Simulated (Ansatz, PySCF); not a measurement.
o-xylylene (C₈H₈), SMILES C=c1c(=C)cccc1. Atoms are numbered in the order given.

```xyz
16

C     -0.3636    -1.4493    -2.2683
C     -0.0908    -0.7403    -1.1555
C     -0.0116    -1.4180     0.1491
C      0.0137    -0.7296     1.3064
C     -0.0141     0.7329     1.3067
C      0.0117     1.4218     0.1497
C      0.0915     0.7447    -1.1551
C      0.3648     1.4542    -2.2675
H     -0.5097    -0.9740    -3.2413
H     -0.4654    -2.5376    -2.2228
H     -0.0195    -2.5121     0.1495
H      0.0398    -1.2584     2.2633
H     -0.0406     1.2613     2.2638
H      0.0196     2.5159     0.1506
H      0.4666     2.5425    -2.2215
H      0.5113     0.9793    -3.2406
```
Charge 0, spin multiplicity 1.

Geometry: ωB97X-D3(BJ)/def2-SVP.

Two levels are set side by side: PBE-D3(BJ)/def2-SVP (Ansatz, a first-principles code) and ωB97X-D3(BJ)/def2-SVP (PySCF). Each level has its own optimised geometry; the coordinates shown are those of the second. Frequencies come from the Hessian of PySCF at each geometry. Differences are taken from unrounded values.

| quantity | ωB97X-D3(BJ) | PBE-D3(BJ) | PBE-D3(BJ) minus ωB97X-D3(BJ) |
|---|---|---|---|
| mean bond length (Å) | 1.253 | 1.259 | 0.006 |
| bond C1–C2 (Å) | 1.347 | 1.366 | 0.019 |
| bond C2–C3 (Å) | 1.472 | 1.461 | -0.011 |
| bond C2–C7 (Å) | 1.496 | 1.499 | 0.003 |
| bond C3–C4 (Å) | 1.347 | 1.365 | 0.019 |
| bond C4–C5 (Å) | 1.463 | 1.450 | -0.013 |
| bond C5–C6 (Å) | 1.347 | 1.365 | 0.019 |
| bond C6–C7 (Å) | 1.472 | 1.461 | -0.011 |
| bond C7–C8 (Å) | 1.347 | 1.366 | 0.019 |
| bond C1–H9 (Å) | 1.093 | 1.100 | 0.007 |
| bond C1–H10 (Å) | 1.094 | 1.100 | 0.007 |
| bond C3–H11 (Å) | 1.094 | 1.101 | 0.007 |
| bond C4–H12 (Å) | 1.094 | 1.101 | 0.007 |
| bond C5–H13 (Å) | 1.094 | 1.101 | 0.007 |
| bond C6–H14 (Å) | 1.094 | 1.101 | 0.007 |
| bond C8–H15 (Å) | 1.094 | 1.100 | 0.007 |
| bond C8–H16 (Å) | 1.093 | 1.100 | 0.007 |
| highest harmonic wavenumber (cm⁻¹) | 3283 | 3188 | -95 |
| mean harmonic wavenumber (cm⁻¹) | 1399 | 1342 | -57 |
| zero-point energy (kcal/mol) | 84.02 | 80.58 | -3.44 |

GGA bonds tend to be longer and softer than those of functionals with exact exchange. Differences between two approximate levels are no errors against the true value.
